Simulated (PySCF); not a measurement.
W(NH)(S)(OH)(SH) (H3NOS2W), SMILES [OH][W](=[S])([SH])=[NH], multiplicity 1.

The structure is a stationary point at PBE0-D3(BJ)/def2-SVP. The spin state was assumed, not searched. The structure was generated by enumeration; whether it is a known compound was not checked. The def2 effective core potentials stand for the cores of W; spin–orbit coupling is left out. The values are those of a single conformer.

Method: PySCF with PBE0-D3(BJ)/def2-SVP.

Frequencies are harmonic and unscaled.

```tsv
mode	ν (cm⁻¹)	IR (km/mol)	moving atoms (share of kinetic energy)
1	137	2.2	S 76 %, W 12 %
2	153	0.7	S 36 %, O 27 %, W 16 %, N 11 %, H 9 %
3	186	10.7	O 36 %, S 22 %, H 19 %, N 13 %, W 10 %
4	216	13.3	N 34 %, O 26 %, S 20 %, H 16 %
5	233	15.8	N 42 %, H 32 %, O 14 %, S 8 %
6	312	50.8	H 84 %
7	337	37.5	H 77 %, N 10 %
8	391	32.5	S 75 %, W 17 %
9	529	233.7	H 47 %, S 34 %, N 10 %, W 8 %
10	568	27.8	S 47 %, H 39 %
11	610	200.3	H 74 %, O 19 %
12	653	5.6	H 88 %
13	683	45.7	H 65 %, O 17 %, N 16 %
14	739	93.3	O 59 %, H 28 %, W 9 %
15	1028	85.7	N 84 %
16	2690	4.2	H 97 %
17	3642	204.3	H 92 %
18	3914	293.9	H 94 %
```
